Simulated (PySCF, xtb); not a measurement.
C4H6OSe, SMILES C1=C[Se]CCO1. Other conformers were not sampled.

Harmonic wavenumbers (cm⁻¹) from GFN2-xTB in xtb at its own minimum, in rising order: 135, 247, 279, 392, 438, 558, 573, 713, 726, 831, 853, 920, 985, 1012, 1079, 1133, 1185, 1201, 1244, 1280, 1331, 1416, 1456, 1652, 2885, 2960, 2971, 2994, 3047, 3098.

Question: What does B3LYP-D3(BJ)/def2-SVP run with PySCF give at its own minimum? (The exact figures need the calculation; the answer reports its results.)

Answer: 117, 272, 301, 442, 470, 584, 600, 716, 757, 850, 910, 953, 988, 1023, 1109, 1184, 1229, 1267, 1321, 1356, 1402, 1435, 1474, 1682, 3030, 3075, 3099, 3144, 3182, 3220. Paired by order, the mean absolute difference is 54 cm⁻¹ and the zero-point energies are 56.6 and 58.9 kcal/mol.
